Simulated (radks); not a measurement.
Ionisation of the caesium ion Cs10+, [Kr] 4d9, to [Kr] 4d8 as the strength of local exchange is varied. Method: Dirac Kohn-Sham, Slater X-alpha exchange (alpha = 2/3 is LDA exchange), no correlation, spin-unpolarised, spherical densities, point nucleus; open shells are shared between the two j in proportion to 2j + 1; computed with a radial shooting solver on a logarithmic mesh with Libxc functionals.

| alpha | E(Cs10+) (hartree) | exchange (hartree) | IE (eV) | -e of the level emptied (eV) | <r> of it (bohr) |
|---|---|---|---|---|---|
| 0.617 | -7738.1342 | -163.0577 | 232.73 | 218.38 (4d5/2) | 0.8048 |
| 0.664 | -7750.5639 | -175.7260 | 235.05 | 220.65 (4d5/2) | 0.8015 |
| 0.667 | -7751.3579 | -176.5358 | 235.20 | 220.80 (4d5/2) | 0.8013 |
| 0.688 | -7756.9177 | -182.2085 | 236.25 | 221.82 (4d5/2) | 0.7999 |
| 0.768 | -7778.1301 | -203.8825 | 240.25 | 225.74 (4d5/2) | 0.7944 |
| 0.864 | -7803.6520 | -230.0252 | 245.10 | 230.49 (4d5/2) | 0.7880 |

NIST Atomic Spectra Database: 233 +/- 2.4 eV (theoretical). The Delta-SCF value meets it near alpha = 0.62. Spin polarisation and multiplet splitting are left out, so open shells lie too high by an amount that depends on their filling. Sharing an open shell by 2j + 1 raises it above the true ground level by a part of the spin-orbit splitting, which enters the differences from NIST.

Beside tabulated values, note that spin-unpolarised runs miss the spin-polarisation part of the exchange energy of open shells.
